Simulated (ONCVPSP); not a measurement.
**Cr: one change to an ONCV potential, before and after**

Cr, optimised norm-conserving Vanderbilt (ONCV), made with ONCVPSP 4.0.1 (PBEsol, scalar-relativistic). Core [Ne], reference 3s2 3p6 3d5 4s0.75 (charge +0.25). Waves: 3s+4s: rc 1.80 bohr, ncon 4, nbas 7, qcut 6.5 1/bohr, 2 projectors; 3p: rc 1.00 bohr, ncon 4, nbas 7, qcut 7.3 1/bohr, 2 projectors, debl 2.9 Ha; 3d: rc 1.15 bohr, ncon 5, nbas 10, qcut 11.8 1/bohr, 1 projector. Local part: polynomial inside 0.90 bohr (lpopt 5, dvloc0 4 Ha). Core correction: Teter function, fcfact 5.75, rcfact 1.35.

Change: functional PBE.

Cutoffs: the cutoffs (Ha) at which the residual kinetic energy of the hardest occupied pseudo-wave falls to 1 and 0.1 mHa per electron; they do not see the model core or the augmentation charge, which bear on the density cutoff. Errors are all-electron minus pseudo energies relative to the spin-unpolarised reference configuration.

Q: Predict the effect on cutoff, ghosts and configuration errors.

A: The potential gets neither clearly harder nor softer (61 Ha and 123 Ha → 61 Ha and 124 Ha); of the 3 tests that both files solve, the error grows in 0 and shrinks in 1 by more than 15 % and 0.3 meV (median size 0.1 → 0.2 meV); neither file shows a bound ghost.

```csv
quantity,base,changed
"cutoff, loose",61 Ha,61 Ha
"cutoff, tight",123 Ha,124 Ha
loose cutoff by channel,"s 10 Ha, p 25 Ha, d 61 Ha","s 10 Ha, p 26 Ha, d 61 Ha"
bound ghosts,none,none
GHOST(+) flags under 300 eV,none,none
tests with a reliable result,3 of 4,3 of 4
"error for 3s2 3p6 3d5 4s1, meV [ΔE -1.18 eV]",-0.1,-0.2
"error for 3s2 3p6 3d5 4s0, meV [ΔE 5.70 → 5.73 eV]",0.0,-0.1
"error for 3s2 3p6 3d4 4s0, meV [ΔE 21.71 → 21.78 eV]",-1.5,-1.1
s: phases at 1.83 bohr within 0.05 rad from the reference energy up to (Ha; the scan ends near 5),to the end of the scan,to the end of the scan
p: phases at 1.01 bohr within 0.05 rad from the reference energy up to (Ha; the scan ends near 5),to the end of the scan,to the end of the scan
d: phases at 1.17 bohr within 0.05 rad from the reference energy up to (Ha; the scan ends near 5),4.0,4.0
"rms error of d²Exc/dni dnj with the model core, mHa",1.29,1.56
```
